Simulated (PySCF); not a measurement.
Constitutional and geometric isomers with formula CH5BO. Gas-phase values, no solvent. One relaxed conformer stands for each flexible species; it need not be the lowest. Strings in code marks are SMILES.

Calculation: B3LYP-D3(BJ)/def2-TZVP run with PySCF. B3LYP has the VWN-RPA correlation part, as in Gaussian. Delta-SCF ions had no search for a lower state. 

```
species                       vertical ionisation energy (Delta-SCF) (eV)  S1 oscillator strength
----------------------------  -------------------------------------------  ----------------------
`CBO` (C–B–O–H torsion 180°)                                        11.12                   0.002
`BOC`                                                               11.14              (withheld)
`BCO`                                                               10.68                   0.025
```

### Question
Complete the blanks.

### Answer

- `BOC`, S1 oscillator strength: 0.000
